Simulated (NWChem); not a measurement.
System: C3H5Br; SMILES C=C(C)Br

The following NWChem deck was run.

```
start job
memory heap 200 mb stack 900 mb global 1100 mb
geometry units angstroms noautoz
  C      1.309892    -1.528559     0.000000
  C      0.113003    -0.943809     0.000000
  C     -1.211093    -1.628176     0.000000
  Br     0.000407     0.956740     0.000000
  H      2.239049    -0.956894     0.000000
  H      1.373598    -2.620470     0.000000
  H     -1.800039    -1.343433     0.885922
  H     -1.076627    -2.719620     0.000000
  H     -1.800039    -1.343433    -0.885922
end
basis spherical
  * library pcseg-2
end
dft
  xc b3lyp
  iterations 150
  semidirect filesize 400000000
  mulliken
end
task dft energy
```

All runs use the structure optimised with PBE0/def2-SVP. B3LYP is NWChem's, with the RPA form of VWN correlation.

Task: What results follow from this input? (B3LYP/pcseg-2.) Quantities: basis functions; energy (Ha); highest occupied level (eV); orbital gap (eV); dipole (D).

Result: 
```json
{
  "number_of_basis_functions": "203",
  "energy (Ha)": "-2691.59",
  "highest occupied level (eV)": "-7.01",
  "orbital gap (eV)": "6.55",
  "dipole (D)": "1.67"
}
```
